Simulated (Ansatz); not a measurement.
`[OH][Al]([Cl])[Cl]` + H₂O → `[OH][Al]([OH])[Cl]` + HCl at 400 K and 1 bar (formal hydrolysis of the Al–Cl bond).

Gas-phase electronic energies from Ansatz, PBE0-D4/def2-TZVP geometries. CCSD(T)/CBS adds triple-zeta CCSD(T) − MP2 to the extrapolated MP2 energy (def2 sets, frozen cores). This one scheme is used for every species. Each species was taken in one conformer, which may not be the lowest.

| species | CCSD(T)/CBS energy (Eh) | H − E (kJ/mol) | S (J/(mol·K)) |
| --- | --- | --- | --- |
| `[OH][Al]([Cl])[Cl]` | -1237.55309 | 70.3 | 347.5 |
| H₂O | -76.37941 | 69.8 | 198.6 |
| `[OH][Al]([OH])[Cl]` | -853.54131 | 103.9 | 340.0 |
| HCl | -460.38127 | 29.6 | 195.4 |

H − E and S are ideal-gas, rigid-rotor, harmonic terms from PBE0-D4/def2-TZVP, for one conformer and one mirror image of each species. 1 Eh = 2625.50 kJ/mol, R = 8.31446 J/(mol·K).

Q: By hand: ΔE, ΔH, ΔS and ΔG.

A: ΔE = (-853.54131) + (-460.38127) − (-1237.55309) − (-76.37941) = 0.00992 Eh = 26.0 kJ/mol. Δ(H − E) = 103.9 + 29.6 − 70.3 − 69.8 = -6.6, so ΔH = 19.4 kJ/mol. ΔS = 340.0 + 195.4 − 347.5 − 198.6 = -10.7 J/(mol·K). ΔG = 19.4 − 400 × (-10.7)/1000 = 23.7 kJ/mol.

Q: By hand: the equilibrium constant, and the temperature at which ΔG would vanish if ΔH and ΔS stayed fixed.

A: log₁₀ K = −ΔG/(RT ln 10) = -3.1. ΔH and −TΔS have one sign here, so there is no such temperature.

The number of gas molecules stays the same, so ΔS is small and ΔH decides. A doubt of 5 kJ/mol in ΔE shifts log₁₀ K by 0.7 here. Other conformers and mirror images would add mixing entropy, several J/(mol·K) or more a flexible species. These are equilibria of isolated gas molecules and say nothing of rates. Largest T1 diagnostic: 0.011 (customary marks: 0.02 for closed shells, 0.045 for open ones).

ΔS is within the doubt of such terms, so its sign, and with it that verdict, could turn.
